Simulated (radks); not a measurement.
Results of a calculation; reference values are marked as such.
Sb2+, configuration [Kr] 4d10 5s2 5p1 (the NIST ground configuration). Level of theory: scalar-relativistic Kohn-Sham, Slater X-alpha with alpha = 0.667, spin-polarised, spherical densities, finite nucleus; open shells are filled with parallel spins first (spin-orbit coupling, left out, can overturn this in heavy ions); Fermi nuclear charge, rms radius 4.6802 fm (a radial shooting solver on a logarithmic mesh with Libxc functionals).

Normalised radial functions P(r) = r R(r), r in bohr:

r,4p down,5p down
0.002309,0.0047,0.0015
0.002667,0.0060,0.0019
0.00308,0.0078,0.0025
0.003557,0.0100,0.0032
0.004108,0.0129,0.0041
0.004745,0.0166,0.0053
0.00548,0.0213,0.0069
0.006328,0.0273,0.0088
0.007308,0.0350,0.0112
0.00844,0.0446,0.0143
0.00967,0.0559,0.0180
0.01117,0.0707,0.0227
0.0129,0.0890,0.0286
0.0149,0.1113,0.0358
0.0172,0.1380,0.0444
0.01987,0.1697,0.0545
0.02294,0.2064,0.0663
0.0265,0.2477,0.0796
0.0306,0.2927,0.0940
0.03534,0.3396,0.1090
0.04081,0.3852,0.1236
0.04676,0.4229,0.1356
0.054,0.4515,0.1447
0.06237,0.4611,0.1475
0.07203,0.4433,0.1414
0.08318,0.3900,0.1239
0.09607,0.2950,0.0928
0.1109,0.1564,0.0478
0.1281,-0.0206,-0.0095
0.148,-0.2218,-0.0743
0.1709,-0.4226,-0.1382
0.1958,-0.5818,-0.1878
0.2261,-0.6824,-0.2169
0.2611,-0.6797,-0.2110
0.3016,-0.5523,-0.1633
0.3483,-0.3003,-0.0749
0.4022,0.0488,0.0430
0.4645,0.4425,0.1694
0.5365,0.8123,0.2770
0.6196,1.0915,0.3379
0.7155,1.2332,0.3313
0.8264,1.2249,0.2503
0.9467,1.0997,0.1132
1.093,0.8884,-0.0755
1.263,0.6495,-0.2799
1.458,0.4288,-0.4691
1.684,0.2542,-0.6159
1.945,0.1341,-0.7013
2.246,0.0622,-0.7175
2.594,0.0249,-0.6684
2.996,0.0085,-0.5689
3.46,0.0024,-0.4413
3.964,0.0006,-0.3170
4.578,0.0001,-0.2011
5.287,0.0000,-0.1132
6.106,0.0000,-0.0558
7.052,0.0000,-0.0236
8.144,0.0000,-0.0084

4p down: eigenvalue -118.30 eV, 2 radial nodes at r = 0.126, 0.395 bohr, <r> = 0.852 bohr, 90 % of the charge inside 1.25 bohr. 5p down (empty): eigenvalue -18.509 eV, 3 radial nodes at r = 0.125, 0.383, 1.03 bohr, <r> = 2.50 bohr, 90 % of the charge inside 3.68 bohr.
